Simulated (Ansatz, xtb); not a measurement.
**Relative energy of two structures of Cl2F3Nb**

Structure X: a singlet given by its coordinates. Structure Y: a singlet given by its coordinates. Both are isolated molecules in the gas phase, relaxed with PBE0-D4/def2-SVP.

X (Å):

```yaml
atoms:
  - { symbol: Cl, position_ang: [-0.4727, 1.4961, -1.5560] }
  - { symbol: Cl, position_ang: [0.1717, 1.3497, 1.7902] }
  - { symbol: F, position_ang: [-1.4374, -0.8666, 0.7851] }
  - { symbol: F, position_ang: [1.7992, -0.4583, 0.1797] }
  - { symbol: F, position_ang: [-0.0322, -1.5023, -1.2236] }
  - { symbol: Nb, position_ang: [0.0135, -0.0827, -0.0215] }
```

Close contacts (Å): Cl1–Nb6 2.25, Cl2–Nb6 2.31, F3–Nb6 1.84, F4–Nb6 1.84, F5–Nb6 1.86.

Y (Å):

```xyz
6

Cl   -0.5837    1.2983   -1.6775
Cl   -0.2196    0.8023    2.1007
F    -1.9976   -0.5732    0.1523
F     1.6496    0.1145   -0.1089
F     0.1265   -1.9181   -0.2290
Nb   -0.1917   -0.1299    0.0364
```

Close contacts (Å): Cl1–Nb6 2.27, Cl2–Nb6 2.27, F3–Nb6 1.86, F4–Nb6 1.86, F5–Nb6 1.84.

Question: Estimate which is lower in electronic energy at CCSD(T)/def2-SVP + ΔMP2/def2-TZVPP, and by roughly how much.

Answer: The CCSD(T)/def2-SVP + ΔMP2/def2-TZVPP calculation puts structure Y lower, by 0.065 eV.

How the difference moves with the method:

| level | geometry | E(Y) − E(X) (eV) | departure from the last row (eV) | job, with rough time for the two |
| --- | --- | --- | --- | --- |
| PBE0-D4/def2-SVP | PBE0-D4/def2-SVP | −0.026 | +0.039 | optimisation, 40 s |
| HF/def2-SVP | PBE0-D4/def2-SVP | −0.057 | +0.007 | part of the CCSD(T) run |
| MP2/def2-SVP | PBE0-D4/def2-SVP | −0.053 | +0.011 | part of the CCSD(T) run |
| CCSD(T)/def2-SVP | PBE0-D4/def2-SVP | −0.062 | +0.003 | single point |
| CCSD(T)/def2-SVP + ΔMP2/def2-TZVPP | PBE0-D4/def2-SVP | −0.065 |  | single point, 79 s |

The levels shown agree on the order. The largest departure from CCSD(T)/def2-SVP + ΔMP2/def2-TZVPP is that of PBE0-D4/def2-SVP, 0.039 eV. Levels run at GFN2-xTB geometries aren't shown. The last row adds to CCSD(T) the change of the MP2 difference between the two basis sets, here −0.003 eV.

With harmonic frequencies from PBE0-D4/def2-SVP (ideal gas, rigid rotor, one conformer each, 298.15 K, 1 atm): on the last row, ΔE + ΔZPE = −0.068 eV. A mode under 50 cm⁻¹ makes harmonic enthalpies and free energies unreliable, so none is given.

The T1 diagnostic of structures X and Y is large, so the coupled-cluster value is less sure. The correlated steps freeze 13 core orbitals. Atoms past krypton carry core potentials in the def2 sets and no spin–orbit term is included. Run with Ansatz 0.2.0; the last row on 2 threads of Arm Neoverse V1 on a shared host.
